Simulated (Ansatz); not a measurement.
Cost against result

Saddle point of CH$_{6}$GeS, closed shell (CH₆GeS ([CH3][GeH2][SH]) → CH₄Ge ([CH2][GeH2]) + H₂S; bonds formed: S2–H4; bonds broken: Ge1–S2, C3–H4), PBE0-D4/def2-TZVP structure:

Ge1  (-0.561, 0.884, -0.085)
S2  (1.805, -0.157, -0.989)
C3  (-0.920, -0.818, 0.446)
H4  (0.692, -0.912, -0.331)
H5  (-0.979, 1.448, -1.446)
H6  (0.082, 1.934, 0.827)
H7  (2.375, 0.071, 0.204)
H8  (-0.860, -1.053, 1.503)
H9  (-1.635, -1.397, -0.129)
(Å)

Barriers are electronic and count from the start structure reached by relaxing down the imaginary mode.

Program: Ansatz 0.2.0. Basis: as named in each row. Cores are frozen in the correlated methods. Filled d shells of the heavier atoms are correlated. The def2 sets are not built for correlating such inner shells, so the correlated values are less sure here. B3LYP uses VWN-RPA correlation. Extrapolation: Hartree–Fock as exp(−7.88 √X), correlation as X^−2.97.

Times are rough, for one single point on 4 threads of a shared host (Arm Neoverse V2).

The estimate by CCSD(T) at an estimated basis limit (MP2 extrapolated from triple and quadruple zeta, plus CCSD(T) − MP2 in triple zeta) is 76.45 kcal/mol.

```json
{"method": "HF", "basis": "STO-3G", "time (s)": "under 1", "barrier (kcal/mol)": "138.72", "method less estimate": "62.28"}
{"method": "PBE-D4", "basis": "STO-3G", "time (s)": "under 1", "barrier (kcal/mol)": "83.17", "method less estimate": "6.73"}
{"method": "SPW92", "basis": "def2-SVP", "time (s)": "under 1", "barrier (kcal/mol)": "64.75", "method less estimate": "-11.69"}
{"method": "PBE-D4", "basis": "def2-SVP", "time (s)": "under 1", "barrier (kcal/mol)": "66.96", "method less estimate": "-9.49"}
{"method": "B3LYP-D4", "basis": "6-31G", "time (s)": "under 1", "barrier (kcal/mol)": "77.21", "method less estimate": "0.76"}
{"method": "SPW92", "basis": "def2-TZVPP", "time (s)": "under 1", "barrier (kcal/mol)": "65.19", "method less estimate": "-11.25"}
{"method": "PBE0-D4", "basis": "def2-SVP", "time (s)": "under 1", "barrier (kcal/mol)": "74.05", "method less estimate": "-2.40"}
{"method": "PBE-D4", "basis": "def2-TZVPP", "time (s)": "1", "barrier (kcal/mol)": "67.57", "method less estimate": "-8.88"}
{"method": "BLYP-D4", "basis": "def2-TZVPP", "time (s)": "1", "barrier (kcal/mol)": "67.89", "method less estimate": "-8.56"}
{"method": "B3LYP-D4", "basis": "def2-TZVPP", "time (s)": "2", "barrier (kcal/mol)": "73.70", "method less estimate": "-2.75"}
{"method": "BHLYP-D4", "basis": "def2-TZVPP", "time (s)": "2", "barrier (kcal/mol)": "81.51", "method less estimate": "5.06"}
{"method": "CAM-B3LYP-D4", "basis": "def2-TZVPP", "time (s)": "2", "barrier (kcal/mol)": "77.79", "method less estimate": "1.34"}
{"method": "PBE0-D4", "basis": "def2-TZVPP", "time (s)": "2", "barrier (kcal/mol)": "74.49", "method less estimate": "-1.96"}
{"method": "CCSD(T)", "basis": "def2-SVP", "time (s)": "2", "barrier (kcal/mol)": "77.95", "method less estimate": "1.50"}
{"method": "RPA on PBE", "basis": "def2-TZVPP", "time (s)": "3", "barrier (kcal/mol)": "75.72", "method less estimate": "-0.73"}
{"method": "r2SCAN-D4", "basis": "def2-TZVPP", "time (s)": "3", "barrier (kcal/mol)": "73.03", "method less estimate": "-3.42"}
{"method": "r2SCAN0-D4", "basis": "def2-TZVPP", "time (s)": "3", "barrier (kcal/mol)": "77.53", "method less estimate": "1.08"}
{"method": "wB97M-V", "basis": "def2-SVP", "time (s)": "3", "barrier (kcal/mol)": "76.74", "method less estimate": "0.29"}
{"method": "B2PLYP", "basis": "def2-TZVPP", "time (s)": "3", "barrier (kcal/mol)": "75.86", "method less estimate": "-0.59"}
{"method": "PBE-QIDH", "basis": "def2-TZVPP", "time (s)": "4", "barrier (kcal/mol)": "78.95", "method less estimate": "2.50"}
{"method": "wB97X-V", "basis": "def2-TZVPP", "time (s)": "5", "barrier (kcal/mol)": "80.04", "method less estimate": "3.59"}
{"method": "B97M-V", "basis": "def2-TZVPP", "time (s)": "6", "barrier (kcal/mol)": "75.50", "method less estimate": "-0.95"}
{"method": "wB97M-V", "basis": "def2-TZVPP", "time (s)": "6", "barrier (kcal/mol)": "77.37", "method less estimate": "0.92"}
{"method": "MP2", "basis": "def2-QZVPP", "time (s)": "12", "barrier (kcal/mol)": "76.31", "method less estimate": "-0.13"}
{"method": "CCSD(T)", "basis": "def2-TZVPP", "time (s)": "49", "barrier (kcal/mol)": "77.42", "method less estimate": "0.98"}
```

All methods are single points on the PBE0-D4 structures.

The T1 diagnostic stays at or below 0.016. The restricted Hartree–Fock reference is unstable towards an unrestricted one at one or more of these structures.

Labels in which every atom is bracketed show which atoms are joined, not bond orders.
